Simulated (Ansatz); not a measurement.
Basis-set series for CH₄FNOSi (`N=C(F)O[SiH3]`). Charge 0, multiplicity 1. The geometry is a stationary point of PBE0-D4/def2-TZVP. It is one conformer, not always the lowest.

```json
{"functional": "PBE0-D4", "basis": "def2-SVP", "functions": "94", "energy (Eh)": "-559.14006", "HOMO (eV)": "-8.45", "LUMO (eV)": "-0.05"}
{"functional": "PBE0-D4", "basis": "def2-TZVPP", "functions": "222", "energy (Eh)": "-559.56758", "HOMO (eV)": "-8.65", "LUMO (eV)": "-0.46"}
{"functional": "ωB97M-V", "basis": "def2-SVP", "functions": "94", "energy (Eh)": "-559.43390", "HOMO (eV)": "-10.81", "LUMO (eV)": "1.90"}
{"functional": "ωB97M-V", "basis": "def2-TZVPP", "functions": "222", "energy (Eh)": "-559.87034", "HOMO (eV)": "-10.99", "LUMO (eV)": "1.24"}
```

Task: Give the rows for def2-QZVPP. (Estimate.)

Result: Ansatz gave: 
```tsv
functional	basis	functions	energy (Eh)	HOMO (eV)	LUMO (eV)
PBE0-D4	def2-QZVPP	418	-559.59224	-8.69	-0.60
ωB97M-V	def2-QZVPP	418	-559.89331	-11.03	0.89
```

Positive LUMOs are unbound and depend on the basis.
